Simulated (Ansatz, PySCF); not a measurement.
Gas-phase reaction in SMILES: O[Si](O)(O)Cl -> O[Si](O)Cl + [OH] (HO) (the O-Si bond at the site shown breaks; other sites are not compared here)
Each molecule is optimised on its own at B3LYP-D3(BJ)/def2-TZVP (Ansatz, a first-principles code), one conformer each, not searched for the lowest. Frequencies are from Ansatz or PySCF.

Property: bond dissociation energy (0 K, with B3LYP-D3(BJ) harmonic zero-point energies), in kJ/mol. Correlated levels leave the core frozen unless marked. Open shells are spin-unrestricted. No spin-orbit coupling. No relativistic terms. Basis-set limits of correlation are two-point, X^-3; Hartree-Fock from the larger set. The bracket is a focal-point correction in the basis named.

RI-MP2/CBS(cc-pV(T+d)Z,cc-pV(Q+d)Z)+[CCSD(T)-MP2]/cc-pV(T+d)Z (Ansatz) gives 572.1 kJ/mol.

Question: Another calculation gave 544.2 kJ/mol. Which level was it?
(A) BLYP/def2-TZVPD (Ansatz)
(B) PBE/def2-TZVPD (Ansatz)
(C) B2PLYP/def2-TZVPD (Ansatz)
(D) wB97M-V/def2-TZVPD (Ansatz)

Answer: C, B2PLYP/def2-TZVPD (Ansatz). The others give 562.3 (wB97M-V), 528.9 (PBE), 510.7 (BLYP) kJ/mol.
